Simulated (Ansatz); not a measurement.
Geometry optimisation, Ansatz, UKS BHLYP/def2-SVP.

Input:

```yaml
crystal:
  periodic: [false, false, false]
  atoms:
    - { symbol: Sn, position_ang: [0.0, 0.0, 0.0] }
    - { symbol: H, position_ang: [0.0, 0.0, 1.99] }
    - { symbol: H, position_ang: [1.6408, 0.0, -0.5794] }
    - { symbol: H, position_ang: [-0.8195, 1.4198, -0.5794] }
    - { symbol: H, position_ang: [-0.8195, -1.4198, -0.5794] }
    - { symbol: H, position_ang: [0.0, 0.0, 2.95] }
magnetization:
  spin_polarized: true
  initial_magnetization: 1
basis:
  gaussian: { orbitals: def2-SVP }
hamiltonian:
  xc: { name: BHLYP }
relax:
  f_tol: 0.15
  max_steps: 25
  restrain:
    - { distance: [1, 5], at: 1.86, k: 30.0 }
    - { distance: [0, 1], at: 1.74, k: 30.0 }
```

Run as:

```bash
$ ansatz run input.yaml --threads 1 --pin off --max-ram 2048MiB --backend cpu --events-out ev --progress --plain --runs-dir out
```

Problem. Where does it end, and by what steps?

Solution. The forces met the threshold. The restraints hold the end off the free minimum; the threshold counts their pulls, which the force column leaves out. Restrained pairs: H2–H6 (0.96 → 1.86 Å), Sn1–H2 (1.99 → 1.74 Å). After 3 steps the energy has risen by 0.488 eV (the restraints' own energy left out); H6 moved furthest, 0.58 Å.

```json
{"step": "0", "energy less start (eV)": "0.0000", "largest force component (eV/Å)": "2.348", "accepted": "yes"}
{"step": "1", "energy less start (eV)": "0.4660", "largest force component (eV/Å)": "0.406", "accepted": "yes"}
{"step": "2", "energy less start (eV)": "0.5115", "largest force component (eV/Å)": "0.664", "accepted": "yes"}
{"step": "3", "energy less start (eV)": "0.4876", "largest force component (eV/Å)": "0.301", "accepted": "yes"}
```

```xyz
6
Properties=species:S:1:pos:R:3
Sn 0.000 0.000 -0.070
H 0.000 0.000 1.667
H 1.606 0.000 -0.641
H -0.802 1.390 -0.642
H -0.802 -1.390 -0.642
H 0.000 0.000 3.530
```

The run took 5.7 s on 1 thread of Intel(R) Xeon(R) 6975P-C (Granite Rapids), on a shared host, peak memory 0.14 GiB.
